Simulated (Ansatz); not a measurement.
Energy difference R1 → P1 + P2, each structure at its B3LYP-D3(BJ)/def2-TZVP stationary point, reached from a drawn start (curvature not checked).
R1, H4Mo (SMILES [MoH4]) (charge 0, multiplicity 3):
```xyz
5

Mo     0.0000     0.0000     0.0000
H      0.9840     0.9646     0.9839
H      0.9710    -0.9831    -0.9786
H     -0.9656     0.9904    -0.9766
H     -0.9894    -0.9719     0.9713
```
P1, H3Mo (SMILES [MoH3]) (charge 0, multiplicity 4):
```json
[
 {"atom": "Mo", "x (Å)": "-0.0019", "y (Å)": "-0.0019", "z (Å)": "-0.4569"},
 {"atom": "H", "x (Å)": "1.5894", "y (Å)": "-0.0087", "z (Å)": "0.1456"},
 {"atom": "H", "x (Å)": "-0.7857", "y (Å)": "1.3812", "z (Å)": "0.1499"},
 {"atom": "H", "x (Å)": "-0.8018", "y (Å)": "-1.3706", "z (Å)": "0.1615"}
]
```
P2: H atom, charge 0, multiplicity 2.

P less R. No zero-point or thermal terms; open shells are unrestricted; no spin–orbit coupling. The spin states of the d-block species are the ones drawn and need not be the lowest.

Frozen-core correlation throughout.

Codes used: Ansatz (Gaussian orbitals). All values are computed, each at the level named. Elements past Kr take the def2 small-core potentials, without spin–orbit coupling.

Problem. One of these levels gives 278.2 kJ/mol for the reaction energy. Name it.
A. SVWN5/def2-TZVPP
B. CCSD/def2-SVP
C. BLYP/def2-TZVPP

Solution. C, BLYP/def2-TZVPP. The others give 305.7 (SVWN5/def2-TZVPP), 231.0 (CCSD/def2-SVP)

Ansatz is a first-principles code.
